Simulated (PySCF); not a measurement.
Compound: C6H5FN2.
Structure used (GFN2-xTB), in Å, numbered top down from 1:
```
atom  x, y, z in Å
C1    -1.9695    0.0275   -0.0607
C2    -0.5427   -0.4160   -0.0403
C3    -0.3438   -1.8146   -0.1354
N4    -0.2164   -2.9514   -0.2080
C5     0.5139    0.4162    0.0711
C6     0.3227    1.8129    0.1767
N7     0.1828    2.9458    0.2796
C8     1.9477   -0.0468    0.0882
F9     2.6266    0.4644   -0.9889
H10   -2.4154   -0.2215   -1.0244
H11   -2.0452    1.1002    0.1002
H12   -2.5373   -0.4977    0.7078
H13    2.0136   -1.1379    0.0259
H14    2.4622    0.3185    0.9859
```

Method: TDDFT PBE0/def2-SVPD, vertical, gas phase, core orbitals frozen in the response (PySCF).

Computed states:

```
state  E (eV)       f
   S1    5.36   0.452
   S2    5.53  0.0022
   S3    6.06  0.0044
   S4    6.38  0.0093
   S5    6.58  0.0008
   S6    6.85  0.0034
```

Each state is given a Gaussian of 0.3 eV full width at half maximum, with ε(max) = 2.175×10⁸ f / Δν̃ (Δν̃ the width in cm⁻¹). The cross-section is σ = 3.8235×10⁻²¹ ε cm², given in Mb (10⁻¹⁸ cm²). The width is an assumption, not a result. The curve ends short of the highest state used, and states not computed would add to its high-energy end.

(1) What does the envelope look like, and where are its maxima?

(2) On this curve, what absorbance would a 10⁻⁵ mol/L sample give at 222 nm over a 1 cm path?

Results:

(1) 
E (eV), σ (Mb) and a bar:
```
     4.91       0.28 
     4.94       0.64 
     4.96       1.06 
     4.99       2.17 
     5.01       3.40 #
     5.03       5.18 #
     5.06       9.31 ##
     5.08      13.35 ###
     5.11      21.88 ####
     5.13      29.49 ######
     5.16      44.07 ########
     5.18      55.86 ###########
     5.21      76.11 ###############
     5.23      90.71 ##################
     5.25     105.47 ####################
     5.28     126.28 ########################
     5.30     138.08 ###########################
     5.33     150.75 #############################
     5.35     155.00 ##############################
     5.38     154.33 ##############################
     5.40     149.23 #############################
     5.42     140.81 ###########################
     5.45     123.27 ########################
     5.47     109.41 #####################
     5.50      87.40 #################
     5.52      73.00 ##############
     5.55      53.25 ##########
     5.57      41.87 ########
     5.60      27.91 #####
     5.62      20.68 ####
     5.64      14.97 ###
     5.67       8.84 ##
     5.69       6.05 #
     5.72       3.31 #
     5.74       2.17 
     5.77       1.16 
     5.79       0.80 
     5.82       0.55 
     5.84       0.50 
     5.86       0.53 
     5.89       0.64 
     5.91       0.76 
     5.94       0.96 
     5.96       1.10 
     5.99       1.30 
     6.01       1.42 
     6.04       1.56 
     6.06       1.63 
     6.08       1.68 
     6.11       1.73 
     6.13       1.76 
     6.16       1.83 
     6.18       1.90 
     6.21       2.07 
     6.23       2.22 
     6.25       2.40
```

Maxima: 231 nm (5.36 eV), ε about 41000, made up of S1 (100%) (ε in L mol⁻¹ cm⁻¹; maxima over ε = 5, shares over 10%). At its high-energy end, 6.25 eV, the curve is still rising (ε about 630, from S3 and S4).

(2) 222 nm is 5.585 eV, where ε is about 9000 L mol⁻¹ cm⁻¹, so A = ε c l ≈ 0.09 (Beer–Lambert, with the gas-phase spectrum and the assumed width).

One conformer stands for the species.
